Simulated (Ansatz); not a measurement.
Ansatz results at the PBE0-D4/def2-TZVP geometry: HOMO energy (PBE/def2-TZVPP) -6.05 eV; HOMO–LUMO gap (ωB97M-V/def2-TZVPP) 11.93 eV; HOMO energy (ωB97M-V/def2-TZVPP) -10.16 eV.

Each molecule was computed in one conformer, which needn't be the lowest.

(1) Which molecule gave them?
A. `N[Si]1(Cl)OCS1`
B. `OBCCO`
C. `C[SiH]([AlH2])N[SiH3]`
D. `CCOBO`

Results:

(1) B. The others give `CCOBO`: -7.03, 13.50, -10.96; `C[SiH]([AlH2])N[SiH3]`: -5.92, 9.38, -8.98; `N[Si]1(Cl)OCS1`: -6.06, 11.45, -9.51.
